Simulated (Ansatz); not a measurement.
C4H13NSi, SMILES `CCN([SiH3])CC`. The species carries charge 0 and has multiplicity 1. All single points use the PBE0-D4/def2-TZVP geometry. It is one conformer, not always the lowest.

```xyz
19

C    -2.286   -0.005    0.658
C    -1.040    0.651    0.098
N    -0.029   -0.303   -0.317
Si    0.251   -1.776    0.532
C     1.022    0.267   -1.139
C     1.979    1.198   -0.408
H    -2.075   -0.570    1.570
H    -2.731   -0.688   -0.068
H    -3.025    0.757    0.914
H    -1.315    1.253   -0.778
H    -0.647    1.359    0.844
H     1.402   -2.428   -0.144
H    -0.927   -2.682    0.486
H     0.592   -1.604    1.978
H     0.551    0.810   -1.970
H     1.591   -0.550   -1.590
H     2.735    1.589   -1.094
H     2.494    0.671    0.399
H     1.456    2.052    0.029
```

Q: What is the dipole moment at PBE/def2-TZVPP? (Estimate.)

A: Ansatz gave: 1.19 D, with components (-0.21, 1.12, -0.35) D in this frame, pointing from negative to positive charge.

Q: And with r2SCAN, B3LYP, ωB97M-V? (An estimate is asked.)

A: The calculation gave: r2SCAN 1.22 D, B3LYP 1.18 D, ωB97M-V 1.21 D.

Q: Give the Mulliken charges with PBE, B3LYP, ωB97M-V in def2-TZVPP. (Best estimate.)

A: Computed: 
```tsv
atom	PBE	B3LYP	ωB97M-V
C1	-0.27	-0.27	-0.35
C2	-0.04	-0.02	-0.09
N3	-0.14	-0.22	-0.23
Si4	0.20	0.29	0.18
C5	-0.03	-0.03	-0.13
C6	-0.25	-0.24	-0.28
H7	0.09	0.08	0.11
H8	0.09	0.09	0.12
H9	0.08	0.08	0.10
H10	0.06	0.06	0.10
H11	0.06	0.06	0.09
H12	-0.06	-0.08	-0.03
H13	-0.06	-0.07	-0.03
H14	-0.08	-0.09	-0.05
H15	0.05	0.06	0.09
H16	0.07	0.07	0.10
H17	0.07	0.08	0.10
H18	0.08	0.08	0.10
H19	0.08	0.08	0.10
```

B3LYP here is the variant with VWN-RPA as its local correlation; programs differ in this.
